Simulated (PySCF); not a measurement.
A structure optimised at B3LYP-D3(BJ)/def2-SVP, used in a PySCF frequency run:

```xyz
9

Si     1.6844     0.4590    -0.2035
Cl     1.5242     0.1936     1.8591
S      0.2589    -0.7324    -1.2577
Ge    -1.6269    -0.0105    -0.2320
H      3.0278     0.0123    -0.6459
H      1.4848     1.9098    -0.4504
H     -2.7538    -0.2511    -1.2499
H     -1.4739     1.4885     0.0852
H     -1.8616    -0.8217     1.0519
```
Charge 0, spin multiplicity 1.

Question: Write its SMILES and formula.

Answer: Cl[SiH2][S][GeH3], ClGeH₅SSi

Question: What are its rotational constants (standard atomic weights)?

Answer: 3.1252, 1.1148, 0.88413 GHz
